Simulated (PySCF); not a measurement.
GaF2, SMILES [F][Ga][F], multiplicity 2.

Coordinates come from a r2SCAN-D4/def2-TZVP optimisation. The multiplicity is an assumed one; other spin states were not compared. The isomer is the one that the SMILES or the coordinates give; other isomers of the formula were not compared.

These are TDA-PBE0/def2-SVPD run with PySCF values and carry that method's errors.

Vertical excitations. Gas-phase values at a fixed geometry.

```json
[
 {"state": "root 1", "energy (eV)": "4.46", "λ (nm)": "278", "f": "0.104", "main pairs": "α HOMO→LUMO 95 %"},
 {"state": "root 2", "energy (eV)": "4.77", "λ (nm)": "260", "f": "0.001", "main pairs": "β HOMO→LUMO 99 %"},
 {"state": "root 3", "energy (eV)": "4.90", "λ (nm)": "253", "f": "0.000", "main pairs": "β HOMO−1→LUMO 99 %"},
 {"state": "root 4", "energy (eV)": "5.24", "λ (nm)": "237", "f": "0.013", "main pairs": "β HOMO−2→LUMO 96 %"},
 {"state": "root 5", "energy (eV)": "5.35", "λ (nm)": "232", "f": "0.032", "main pairs": "β HOMO−3→LUMO 94 %"},
 {"state": "root 6", "energy (eV)": "5.97", "λ (nm)": "208", "f": "0.019", "main pairs": "β HOMO−4→LUMO 90 %"},
 {"state": "root 7", "energy (eV)": "6.68", "λ (nm)": "186", "f": "0.108", "main pairs": "α HOMO→LUMO+1 81 %, β HOMO−5→LUMO 11 %"},
 {"state": "root 8", "energy (eV)": "6.94", "λ (nm)": "179", "f": "0.224", "main pairs": "α HOMO→LUMO+2 93 %"},
 {"state": "root 9", "energy (eV)": "7.37", "λ (nm)": "168", "f": "0.124", "main pairs": "α HOMO→LUMO+3 50 %, α HOMO−4→LUMO 9 %, β HOMO−5→LUMO 39 %"},
 {"state": "root 10", "energy (eV)": "7.52", "λ (nm)": "165", "f": "0.003", "main pairs": "α HOMO→LUMO+3 43 %, α HOMO→LUMO+1 14 %, α HOMO−4→LUMO 10 %, β HOMO−5→LUMO 31 %"}
]
```
Unrestricted roots are not spin-pure.
